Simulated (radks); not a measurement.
Results of a calculation; reference values are marked as such.
Q: Ionisation of Sc+, [Ar] 3d1 4s1, to Sc2+, [Ar] 3d1, under several functionals. Scalar-relativistic Kohn-Sham, spin-polarised, spherical densities, point nucleus; open shells are filled with parallel spins first; a radial shooting solver on a logarithmic mesh with Libxc functionals. The NIST Atomic Spectra Database gives 12.800 eV (measured). Rank these functionals by the error of their Delta-SCF ionisation energy: exchange-only PBE; BP86; XLYP; exchange-only LDA; OLYP; Wu-Cohen GGA.

A: From best to worst: OLYP 12.815 eV (+0.015); exchange-only LDA 12.741 eV (-0.059); exchange-only PBE 12.913 eV (+0.114); Wu-Cohen GGA 13.113 eV (+0.313); XLYP 13.208 eV (+0.408); BP86 13.231 eV (+0.431). Open shells are spherical and high-spin; term and fine-structure splittings are not resolved.
